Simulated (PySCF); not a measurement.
H3InO3, SMILES [OH][In]([OH])[OH].

Geometry: B3LYP-D3(BJ)/def2-SVP. The def2 effective core potentials stand for the cores of In; spin–orbit coupling is left out. Other conformers were not sampled.

The numbers are results of r2SCAN/def2-TZVP run with PySCF, not measurements.

Isolated molecule, no solvent.

| Item | Result |
|---|---|
| total energy | -417.72173 hartree |
| point group | Cs |
| highest occupied level | -7.30 eV |
| lowest empty level | -2.79 eV |
| orbital gap | 4.51 eV |
| dipole moment | 0.544 e·Å |
| quadrupole, principal values (traceless, Buckingham form, about the centre of nuclear charge) | -12.71, 3.37, 9.34 D·Å |
| mean static polarisability | 45.4 bohr³ (6.73 Å³) |
| polarisability, principal values | 33.1, 50.8, 52.4 bohr³ |
